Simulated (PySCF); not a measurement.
## Working out the ionisation energy of As²⁺

As²⁺ [Ar] 3d10 4s2 4p1 (2P) → As³⁺ [Ar] 3d10 4s2 (1S). Calculation: PySCF 2.14, in aug-cc-pVQZ-DK (8s7p5d3f2g, 93 functions); scalar relativity by spin-free X2C-1e. Frozen: [Ar] 3d10. Energies in hartree (1 hartree = 27.21139 eV):

| part | As²⁺ (lower) | As³⁺ (upper) |
| --- | --- | --- |
| UHF | -2258.013430 | -2257.003283 |
| MP2 opposite-spin | -0.039866 | -0.031988 |
| MP2 same-spin | -0.002733 | 0.000000 |

Problem. What does Hartree-Fock give?

Solution. (-2257.003283) − (-2258.013430) = 1.010147 hartree = 27.488 eV.

Problem. What do MP2 and SCS-MP2 (6/5 opposite-spin, 1/3 same-spin) give?

Solution. The opposite-spin parts differ by 0.214 eV and the same-spin parts by 0.074 eV. MP2: 27.488 + (0.214) + (0.074) = 27.776 eV. SCS-MP2: 27.488 + 1.2 × (0.214) + (0.074)/3 = 27.769 eV.

A first-order spin-orbit estimate adds 0.225 eV to MP2 (valence), giving 28.001 eV against 28.349 ± 0.012 eV (measured; NIST Atomic Spectra Database, ionization energies).

What remains against the reference includes basis incompleteness, the frozen core and correlation beyond second order.
